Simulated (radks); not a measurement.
Polarisability of neutral boron, [He] 2s2 2p1, at imaginary frequency. Method: non-relativistic Kohn-Sham, LB94 model potential, spin-polarised, spherical densities, point nucleus; open shells are filled with parallel spins first; computed with a radial shooting solver on a logarithmic mesh with Libxc functionals. Response by self-consistent Sternheimer equations with the Hartree and adiabatic LDA kernel.

| w (hartree) | alpha1(iw) (bohr^3) |
|---|---|
| 0.00266 | 21.12 |
| 0.0143 | 21.06 |
| 0.0360 | 20.75 |
| 0.0697 | 19.81 |
| 0.118 | 17.83 |
| 0.186 | 14.72 |
| 0.280 | 10.94 |
| 0.413 | 7.326 |
| 0.605 | 4.466 |
| 0.892 | 2.498 |
| 1.35 | 1.276 |
| 2.12 | 0.5829 |
| 3.59 | 0.2291 |
| 6.94 | 0.07189 |
| 17.5 | 0.01394 |

Static values: alpha1 = 21.12 bohr^3 (3.130 angstrom^3; uncoupled 33.18). C6 = 98.78, triple-dipole C9 = 1518 atomic units. One-pole (London) frequency 4 C6 / (3 alpha1^2) = 0.295 hartree, against 0.296 for minus the highest occupied eigenvalue. Recommended static value: 20.5 bohr^3 (Schwerdtfeger and Nagle, 2023 table).
